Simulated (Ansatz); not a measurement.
Relaxation of GaH₆P (8 atoms, charge 0, multiplicity 1), to a largest force component of 0.03 eV/Å in at most 50 steps.

The calculation used RKS PBE0/def2-SVP (Ansatz 0.2.0).

```xyz
8
Properties=species:S:1:pos:R:3:forces:R:3
Ga 0.005 0.213 0.012 0.02 -0.11 0.02
H -0.066 0.293 1.580 -0.03 0.39 0.01
H 1.403 0.258 -0.701 0.00 0.00 0.01
H -1.322 0.076 -0.814 -0.01 0.00 0.01
P 0.160 -2.989 1.383 0.03 -0.23 -0.10
H -0.646 -3.002 0.203 -0.02 0.00 0.00
H 1.383 -2.880 0.654 0.01 0.01 0.01
H 0.033 -1.578 1.587 -0.01 -0.07 0.06
```

Question: Where does it end, and by what steps?

Answer: The run converged. After 6 steps the energy has fallen by 0.123 eV; H2 moved furthest, 0.48 Å.

```json
{"step": "0", "energy less start (eV)": "0.0000", "largest force component (eV/Å)": "0.390", "accepted": "yes"}
{"step": "1", "energy less start (eV)": "-0.0621", "largest force component (eV/Å)": "0.156", "accepted": "yes"}
{"step": "2", "energy less start (eV)": "-0.0792", "largest force component (eV/Å)": "0.268", "accepted": "yes"}
{"step": "3", "energy less start (eV)": "-0.1062", "largest force component (eV/Å)": "0.253", "accepted": "yes"}
{"step": "4", "energy less start (eV)": "-0.1127", "largest force component (eV/Å)": "0.205", "accepted": "yes"}
{"step": "5", "energy less start (eV)": "-0.1168", "largest force component (eV/Å)": "0.156", "accepted": "yes"}
{"step": "6", "energy less start (eV)": "-0.1225", "largest force component (eV/Å)": "0.005", "accepted": "yes"}
```

```xyz
8
Properties=species:S:1:pos:R:3
Ga 0.024 0.113 0.094
H -0.079 0.765 1.522
H 1.429 -0.052 -0.589
H -1.288 -0.219 -0.705
P 0.193 -3.036 1.198
H -0.669 -2.799 0.085
H 1.373 -2.630 0.505
H -0.034 -1.750 1.793
```

The run took 24 s on 1 thread of Arm Neoverse V1, on a shared host, peak memory 0.16 GiB.
